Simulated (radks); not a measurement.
The numbers below are computed, except where a source is named.
Task: Species: Ho+. Configuration: [Xe] 4f10.5 5d0.5 6s1 (fractional occupations, a model configuration). Level of theory: Dirac Kohn-Sham, PBE, spin-unpolarised, spherical densities, point nucleus; open shells are shared between the two j in proportion to 2j + 1 (a radial shooting solver on a logarithmic mesh with Libxc functionals). Some entries of the table are withheld. Estimate them.

orbital,occ.,eigenvalue (hartree),<r> (bohr),r(max) (bohr)
1s1/2,2,-2037.626,0.02074,0.01311
2s1/2,2,-340.9343,0.08753,0.07478
2p1/2,2,-324.4790,(1),(2)
2p3/2,4,-292.9862,(3),(4)
3s1/2,2,-76.43786,0.2294,0.2115
3p1/2,2,-69.24548,0.2191,0.1990
3p3/2,4,-62.66779,0.2326,0.2118
3d3/2,4,-50.34985,0.2054,0.1675
3d5/2,6,-48.91300,0.2096,0.1711
4s1/2,2,-15.39513,0.5185,0.4841
4p1/2,2,-12.53958,0.5282,0.4868
4p3/2,4,-11.06248,0.5591,0.5140
4d3/2,4,-6.36412,0.5893,0.5179
4d5/2,6,-6.09575,0.6002,0.5267
5s1/2,2,-2.16192,1.269,1.132
5p1/2,2,-1.38557,1.428,1.234
5p3/2,4,-1.19568,1.533,1.318
4f5/2,4.5,(5),0.8115,0.5191
4f7/2,6,(6),0.8280,0.5243
6s1/2,1,-0.34291,3.597,3.137
5d3/2,0.2,-0.28206,2.602,1.889
5d5/2,0.3,-0.27069,2.685,1.946

Result: 
(1) 2p1/2 <r> (bohr): 0.07290
(2) 2p1/2 r(max) (bohr): 0.05625
(3) 2p3/2 <r> (bohr): 0.08007
(4) 2p3/2 r(max) (bohr): 0.06237
(5) 4f5/2 eigenvalue (hartree): -0.48476
(6) 4f7/2 eigenvalue (hartree): -0.44763
